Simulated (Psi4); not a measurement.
H₄F₂Si₂ (SMILES F[SiH2][SiH2]F), singlet, geometry from GFN2-xTB; Psi4 1.11 with HF/def2-QZVPPD.

Input for Psi4:
```
memory 2 GB

molecule mol {
0 1
Si   -1.141005    0.107067    0.073216
F    -1.752393   -1.299340   -0.438637
Si    1.141410   -0.113487   -0.054946
F     1.751567    1.312418    0.401424
H    -1.764116    1.081795   -0.819952
H    -1.716157    0.249287    1.409435
H     1.715177   -0.306869   -1.385174
H     1.766852   -1.052024    0.874829
}

set {
  basis def2-qzvppd
  reference rhf
}

energy('scf')
print_variables()
```

What the program printed (banner, timings and long lists left out):

```
   => Loading Basis Set <=

    Name: DEF2-QZVPPD
    Role: ORBITAL
    Keyword: BASIS

         ---------------------------------------------------------
                                   SCF
               by Justin Turney, Rob Parrish, Andy Simmonett
                          and Daniel G. A. Smith
                              RHF Reference
         ---------------------------------------------------------

  ==> Geometry <==

    Molecular point group: c1
    Full point group: C1

    Geometry (in Angstrom), charge = 0, multiplicity = 1:

       Center              X                  Y                   Z               Mass
    ------------   -----------------  -----------------  -----------------  -----------------
         SI          -1.140978543242     0.106650386305     0.074400829047    27.976926534650
         F           -1.752366543242    -1.299756613695    -0.437452170953    18.998403162730
         SI           1.141436456758    -0.113903613695    -0.053761170953    27.976926534650
         F            1.751593456758     1.312001386305     0.402608829047    18.998403162730
         H           -1.764089543242     1.081378386305    -0.818767170953     1.007825032230
         H           -1.716130543242     0.248870386305     1.410619829047     1.007825032230
         H            1.715203456758    -0.307285613695    -1.383989170953     1.007825032230
         H            1.766878456758    -1.052440613695     0.876013829047     1.007825032230

  Running in c1 symmetry.

  Rotational constants: A =      0.39201  B =      0.06889  C =      0.06102 [cm^-1]
  Rotational constants: A =  11752.22871  B =   2065.21425  C =   1829.39775 [MHz]
  Nuclear repulsion =  222.989580778295277

  Charge       = 0
  Multiplicity = 1
  Electrons    = 50
  Nalpha       = 25
  Nbeta        = 25

  ==> Algorithm <==

  SCF Algorithm Type is DF.
  DIIS enabled.
  MOM disabled.
  Fractional occupation disabled.
  Guess Type is SAD.
  Energy threshold   = 1.00e-06
  Density threshold  = 1.00e-06
  Integral threshold = 1.00e-12

  ==> Primary Basis <==

  Basis Set: DEF2-QZVPPD
    Blend: DEF2-QZVPPD
    Number of shells: 132
    Number of basis functions: 416
    Number of Cartesian functions: 502
    Spherical Harmonics?: true
    Max angular momentum: 4

   => Loading Basis Set <=

    Name: (DEF2-QZVPPD AUX)
    Role: JKFIT
    Keyword: DF_BASIS_SCF

  ==> Integral Setup <==

  SCF_SUBTYPE=INCORE selected. In-core MEM_DF algorithm will be used.
  Using in-core AOs.

  ==> MemDFJK: Density-Fitted J/K Matrices <==

    J tasked:                   Yes
    K tasked:                   Yes
    wK tasked:                   No
    Algorithm:                 Core
    Schwarz Cutoff:           1E-12
    Mask sparsity (%):      10.0996
    Fitting Condition:        1E-10

   => Auxiliary Basis Set <=

  Basis Set: (DEF2-QZVPPD AUX)
    Blend: DEF2-UNIVERSAL-JKFIT
    Number of shells: 150
    Number of basis functions: 482
    Number of Cartesian functions: 576
    Spherical Harmonics?: true
    Max angular momentum: 4

  Minimum eigenvalue in the overlap matrix is 3.6880858032E-05.
  Reciprocal condition number of the overlap matrix is 3.3420545599E-06.
    Using symmetric orthogonalization.

  ==> Pre-Iterations <==

  SCF Guess: Superposition of Atomic Densities via on-the-fly atomic UHF (no occupation information).

   -------------------------
    Irrep   Nso     Nmo
   -------------------------
     A        416     416
   -------------------------
    Total     416     416
   -------------------------

  ==> Iterations <==

                           Total Energy        Delta E     RMS |[F,P]|

   @DF-RHF iter SAD:  -778.33449988667974   -7.78334e+02   0.00000e+00
   @DF-RHF iter   1:  -779.23476034605517   -9.00260e-01   1.16670e-03 ADIIS/DIIS
   @DF-RHF iter   2:  -779.30145113367689   -6.66908e-02   7.37051e-04 ADIIS/DIIS
   @DF-RHF iter   3:  -779.32627168242539   -2.48205e-02   9.23622e-05 DIIS
   @DF-RHF iter   4:  -779.32769419948215   -1.42252e-03   2.43828e-05 DIIS
   @DF-RHF iter   5:  -779.32783752952946   -1.43330e-04   4.93627e-06 DIIS
   @DF-RHF iter   6:  -779.32784399516254   -6.46563e-06   8.88601e-07 DIIS
   @DF-RHF iter   7:  -779.32784416209745   -1.66935e-07   1.73467e-07 DIIS
  Energy and wave function converged.

  ==> Post-Iterations <==

    Orbital Energies [Eh]
    ---------------------

    Doubly Occupied:

[...]
      25A     -0.439324

    Virtual:

[...]
     416A    320.486765

    Final Occupation by Irrep:
              A
    DOCC [    25 ]
    NA   [    25 ]
    NB   [    25 ]

  @DF-RHF Final Energy:  -779.32784416209745

   => Energetics <=

    Nuclear Repulsion Energy =            222.9895807782952772
    One-Electron Energy =               -1528.2190358770167222
    Two-Electron Energy =                 525.9016109366240244
    Total Energy =                       -779.3278441620974490

Computation Completed

Properties will be evaluated at   0.000000,   0.000000,   0.000000 [a0]

Properties computed using the SCF density matrix

 Multipole Moments:

 ------------------------------------------------------------------------------------
     Multipole            Electronic (a.u.)      Nuclear  (a.u.)        Total (a.u.)
 ------------------------------------------------------------------------------------

 L = 1.  Multiply by 2.5417464519 to convert [e a0] to [Debye]
 Dipole X            :         -0.0020278            0.0024847            0.0004569
 Dipole Y            :          0.0320935           -0.0393435           -0.0072500
 Dipole Z            :         -0.0913211            0.1119520            0.0206309
 Magnitude           :                                                    0.0218725

 ------------------------------------------------------------------------------------

  Variable Map:
  ----------------------------------------------------------------------------
[...]
  Array Variable Map:
  ----------------------------------------------------------------------------
[...]
[...]
```
